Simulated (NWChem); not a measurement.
System: C₄H₄O₂; SMILES C1C(CC1=O)=O

Here is an NWChem input.

```
start job
memory heap 200 mb stack 700 mb global 900 mb
geometry units angstroms
  O      0.399367     2.208463     0.045211
  C      0.187351     1.036034     0.021208
  C      1.080234    -0.194447    -0.043808
  C     -0.187351    -1.036034    -0.021208
  O     -0.399367    -2.208463    -0.045211
  C     -1.080234     0.194447     0.043808
  H      1.743739    -0.331902     0.809599
  H      1.680963    -0.284560    -0.948485
  H     -1.743739     0.331902    -0.809599
  H     -1.680963     0.284560     0.948485
end
basis spherical
  * library def2-svp
end
dft
  xc xpbe96 cpbe96
  disp vdw 4
  iterations 150
end
driver
  maxiter 120
end
task dft optimize
task dft freq
```

The level has its own optimisation; frequencies are unscaled.

### Question
Give the results of this calculation. (PBE-D3(BJ)/def2-SVP.) Quantities: r C–O (Å); r C–C (Å); r C–H (Å); highest harmonic frequency (cm⁻¹); lowest (cm⁻¹); zero-point energy (kcal/mol).

### Answer
* **r C–O (Å)**: 1.205
* **r C–C (Å)**: 1.546
* **r C–H (Å)**: 1.112
* **highest harmonic frequency (cm⁻¹)**: 3049
* **lowest (cm⁻¹)**: 74
* **zero-point energy (kcal/mol)**: 42.8
